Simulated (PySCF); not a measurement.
Broadened absorption spectrum of CH6F3PSi2

Compound: CH₆F₃PSi₂.
Atom-mapped SMILES: `[F:1][CH:2]([F:3])[Si@H:4]([F:5])[SiH2:6][PH2:7]` (hydrogens: H8 on C2; H9 on Si4; H10, H11 on Si6; H12, H13 on P7)

Computed with PySCF 2.14.0, density-fitted response routines, TDDFT B3LYP/def2-SVPD, vertical, gas phase, core orbitals frozen in the response. Isolated species at its GFN2-xTB geometry (one conformer only). Torsions of this conformer, `[F:1][CH:2]([F:3])[Si@H:4]([F:5])[SiH2:6][PH2:7]`: F1–C2–Si4–F5 97°, C2–Si4–Si6–P7 -66°, H–P7–Si6–Si4 72°, H–P7–Si6–Si4 165°.

Computed states:

```
state  E (eV)       f
   S1    5.28   0.020
   S2    5.87   0.012
   S3    6.05   0.029
   S4    6.50  0.0064
   S5    6.60  0.0055
   S6    6.75   0.075
   S7    6.77   0.079
   S8    7.07   0.013
```

Each state is given a Gaussian of 0.25 eV full width at half maximum, with ε(max) = 2.175×10⁸ f / Δν̃ (Δν̃ the width in cm⁻¹). The cross-section is σ = 3.8235×10⁻²¹ ε cm², given in Mb (10⁻¹⁸ cm²). The width is an assumption, not a result. The curve ends short of the highest state used, and states not computed would add to its high-energy end.

(1) What does the envelope look like, and where are its maxima?

(2) On this curve, what absorbance would a 10⁻⁴ mol/L sample give at 248 nm over a 1 cm path?

(3) Does any computed singlet lie in the visible range?

(4) Coming from long wavelengths, where does ε first pass 100 L mol⁻¹ cm⁻¹?

Results:

(1) 
(E (eV), σ (Mb)): (4.90, 0.01), (4.96, 0.09), (5.01, 0.34), (5.07, 1.19), (5.12, 2.69), (5.17, 4.86), (5.23, 7.38), (5.28, 8.19), (5.34, 6.92), (5.39, 4.71), (5.44, 2.57), (5.50, 0.94), (5.55, 0.37), (5.61, 0.33), (5.66, 0.78), (5.71, 1.78), (5.77, 3.77), (5.82, 5.90), (5.88, 8.67), (5.93, 10.97), (5.99, 13.10), (6.04, 13.32), (6.09, 11.51), (6.15, 7.51), (6.20, 4.22), (6.26, 1.77), (6.31, 1.12), (6.36, 1.47), (6.42, 2.90), (6.47, 5.12)

Maxima: 235 nm (5.28 eV), ε about 2100, made up of S1 (100%); 206 nm (6.02 eV), ε about 3500, made up of S2 (14%) and S3 (86%) (ε in L mol⁻¹ cm⁻¹; maxima over ε = 5, shares over 10%). At its high-energy end, 6.47 eV, the curve is still rising (ε about 1300, from S4, S5, S6 and S7).

(2) 248 nm is 4.999 eV, where ε is about 68 L mol⁻¹ cm⁻¹, so A = ε c l ≈ 0.0068 (Beer–Lambert, with the gas-phase spectrum and the assumed width).

(3) No computed singlet lies in the visible range (380 to 750 nm); the lowest, at 235 nm, stands 2.02 eV above its violet end (3.26 eV).

(4) At about 247 nm (5.02 eV), 0.26 eV below S1.
